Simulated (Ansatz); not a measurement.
Geometry optimisation, RKS B3LYP/def2-SVP in Ansatz.

The input (input.yaml):

```yaml
crystal:
  periodic: [false, false, false]
  atoms:
    - { symbol: Al, position_ang: [0.0, 0.0, 0.0] }
    - { symbol: Cl, position_ang: [0.0, 0.0, 2.58] }
    - { symbol: F, position_ang: [1.4635, 0.0, -0.845] }
    - { symbol: O, position_ang: [-1.5415, 0.0, -0.89] }
    - { symbol: Si, position_ang: [-2.6907, -1.2238, -0.8267] }
    - { symbol: H, position_ang: [-2.2881, -2.2198, 0.162] }
    - { symbol: H, position_ang: [-3.9833, -0.6595, -0.4496] }
    - { symbol: H, position_ang: [-2.8007, -1.8572, -2.1376] }
    - { symbol: Br, position_ang: [0.1215, 2.5689, 0.8545] }
    - { symbol: H, position_ang: [0.069, 1.4584, 2.1423] }
basis:
  gaussian: { orbitals: def2-SVP }
hamiltonian:
  xc: b3lyp
relax:
  f_tol: 0.15
  max_steps: 25
  restrain:
    - { distance: [0, 8], at: 2.41, k: 30.0 }
    - { distance: [9, 1], at: 1.37, k: 30.0 }
    - { distance: [0, 1], at: 3.43, k: 30.0 }
    - { distance: [9, 8], at: 2.75, k: 30.0 }
```

Launched with:

```bash
$ ansatz run input.yaml --threads 4 --pin off --max-ram 5120MiB --backend cpu --events-out ev --progress --plain --runs-dir out
```

Problem. Where does it end, and by what steps?

Solution. It converged. The restraints hold the end off the free minimum; the threshold counts their pulls, which the force column leaves out. Restrained pairs: Al1–Br9 (2.71 → 2.37 Å), Cl2–H10 (1.52 → 1.34 Å), Al1–Cl2 (2.58 → 3.42 Å), Br9–H10 (1.70 → 2.75 Å). After 13 steps the energy has fallen by 1.162 eV (the restraints' own energy left out); Al1 moved furthest, 0.67 Å.

| step | energy less start (eV) | largest force component (eV/Å) | accepted |
| --- | --- | --- | --- |
| 0 | 0.0000 | 2.757 | yes |
| 1 | -0.1085 | 3.263 | yes |
| 2 | -0.5012 | 3.310 | yes |
| 3 | -0.9288 | 2.234 | yes |
| 4 | -1.0304 | 1.701 | yes |
| 5 | -1.0915 | 1.698 | yes |
| 6 | -1.0886 | 1.500 | yes |
| 7 | -1.1466 | 1.108 | yes |
| 8 | -1.1562 | 1.104 | yes |
| 9 | -1.1350 | 1.370 | no |
| 10 | -1.1559 | 1.117 | yes |
| 11 | -1.1519 | 1.125 | yes |
| 12 | -1.1528 | 1.138 | no |
| 13 | -1.1615 | 1.114 | yes |

```xyz
10
Properties=species:S:1:pos:R:3
Al 0.039 0.515 -0.422
Cl 0.157 -0.003 2.959
F 1.526 -0.095 -0.821
O -1.384 -0.315 -0.717
Si -2.716 -1.301 -0.838
H -2.556 -2.481 0.061
H -3.938 -0.544 -0.444
H -2.861 -1.769 -2.246
Br -0.006 2.753 0.360
H 0.089 1.307 2.699
```

Time of the run: 48 s on 4 threads of Arm Neoverse V2, on a shared host, peak memory 0.38 GiB.
